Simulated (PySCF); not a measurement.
Niobium: a sound run and one with changed settings

Sound run: Nb⁺ [Kr] 4d4, Nb²⁺ [Kr] 4d3. All numbers are calculated (PySCF 2.14, a scalar-relativistic core potential, in def2-SVP with the def2 core potential (28 electrons) (5s3p2d1f, 31 functions)). The sound run starts from symmetry-adapted Hartree-Fock orbitals and uses a fine grid where one is needed.

A second run was set up differently.

| species | method | sound run (hartree) | changed run (hartree) | converged |
| --- | --- | --- | --- | --- |
| Nb⁺ | UHF | -56.09157 | -56.09157 | yes |
| Nb⁺ | PBE | -56.55761 | -57.74231 | yes |
| Nb⁺ | M06-2X | -56.44457 | -56.37979 | yes |
| Nb²⁺ | UHF | -55.61309 | -55.61309 | yes |
| Nb²⁺ | PBE | -56.02693 | -55.85479 | yes |
| Nb²⁺ | M06-2X | -55.92371 | -55.46531 | yes |

Ionisation energy of Nb⁺:

```json
{"method": "UHF", "sound run (eV)": "13.020", "changed run (eV)": "13.020"}
{"method": "M06-2X", "sound run (eV)": "14.173", "changed run (eV)": "24.884"}
```

Task: What was changed?
A. level shift left on
B. angular grid far too coarse
C. minimal basis
D. a valence shell is frozen

Result: B. It used 6 angular points. A coarse angular grid integrates products of high-l functions wrongly, so density functionals can shift, and the SCF can exploit the error; Hartree-Fock and MP2 need no grid.
